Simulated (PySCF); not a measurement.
Compound: C5H6NO (charge -1).
SMILES: `N#CC[C@@H]1C[C@@H]1[O-]`

A PySCF run (density fitting, gas phase, GFN2-xTB geometry) gave HOMO 0.30 eV, LUMO 5.37 eV and E = -323.457 Eh.

Question: Which of these levels was it?
A. B3LYP/def2-SVP
B. PBE0/def2-SVP
C. HSE06/pcSseg-1
D. B3LYP/6-31G-J
E. PBE0/pcSseg-1

Answer: B. It is PBE0/def2-SVP. All candidates on this geometry:

```json
{"level and settings": "HSE06/pcSseg-1, grid level 1", "kind": "screened hybrid, exact exchange at short range", "basis functions": "149", "SCF cycles": "12", "E (Eh)": "-323.6972", "HOMO (eV)": "0.40", "LUMO (eV)": "4.68"}
{"level and settings": "B3LYP/6-31G-J", "kind": "global hybrid", "basis functions": "108", "SCF cycles": "17", "E (Eh)": "-324.0233", "HOMO (eV)": "0.76", "LUMO (eV)": "5.26"}
{"level and settings": "B3LYP/def2-SVP, energy threshold 1e-06 Eh", "kind": "global hybrid", "basis functions": "128", "SCF cycles": "9", "E (Eh)": "-323.8268", "HOMO (eV)": "0.58", "LUMO (eV)": "5.13"}
{"level and settings": "PBE0/pcSseg-1", "kind": "global hybrid", "basis functions": "149", "SCF cycles": "17", "E (Eh)": "-323.6681", "HOMO (eV)": "0.02", "LUMO (eV)": "5.07"}
{"level and settings": "PBE0/def2-SVP, damping 0.3 at the start, DIIS from the seventh cycle", "kind": "global hybrid", "basis functions": "128", "SCF cycles": "19", "E (Eh)": "-323.4570", "HOMO (eV)": "0.30", "LUMO (eV)": "5.37"}
```

The nearest other candidate, by the summed differences of HOMO and LUMO, is B3LYP/def2-SVP: its HOMO differs by +0.28 eV and its LUMO by -0.24 eV. Cycle counts include a coarse-grid stage where the run had one. The HOMO energy is positive at B3LYP/6-31G-J, B3LYP/def2-SVP, HSE06/pcSseg-1, PBE0/def2-SVP and PBE0/pcSseg-1; such an orbital is held in place by the finite basis.

The values belong to the conformer `[N:1]#[C:2][CH2:3][C@@H:4]1[CH2:5][C@@H:6]1[O-:7]`: C2–C3–C4–C5 -65°.
